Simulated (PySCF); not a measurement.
# KO⁻: energy against distance

Set-up: K def2-SVPD, O def2-SVPD; no relativity (PySCF 2.14). Energies in eV from K + O⁻ in their ground configurations at the same level. State: ³Π (triplet), unpaired electrons σ ↑, π ↑.

```
R (Å)  M06-2X    PBE0
2.128  -1.355  -1.414
2.228  -1.591  -1.642
2.326  -1.713  -1.762
2.401  -1.753  -1.801
2.475  -1.760  -1.810
2.549  -1.744  -1.797
2.648  -1.698  -1.755
2.772  -1.614  -1.678
2.921  -1.495  -1.566
3.119  -1.344  -1.408
```

Problem. Put a parabola through the three lowest points of the M06-2X curve and estimate Re, k and ωe (reduced mass 11.34 u; 1 eV/Å² = 0.16022 mdyn/Å; ωe = 1302.8·√(k/μ) cm⁻¹).

Solution. Through R = 2.401, 2.475, 2.549 Å the second-order coefficient is 2.10 eV/Å², so Re ≈ 2.461 Å, k ≈ 0.673 mdyn/Å and ωe ≈ 317 cm⁻¹. A polynomial fit of higher order to the unrounded M06-2X energies gives Re = 2.458 Å, k = 0.727 mdyn/Å, ωe = 330 cm⁻¹; anharmonicity and rounding make the difference.

The higher-order fit for each curve: M06-2X: Re = 2.458 Å, ωe = 330 cm⁻¹, De = 1.76 eV; PBE0: Re = 2.464 Å, ωe = 318 cm⁻¹, De = 1.81 eV.

For an ion De counts to the pair picked by the measured ionisation energies or electron affinities, which need not be the lowest pair at this level. The highest Kohn–Sham level is positive in this anion. Much of that is self-interaction error, but it also means that the finite basis helps to hold the extra electron. The state was picked by a PBE0 search and need not be the measured ground state.
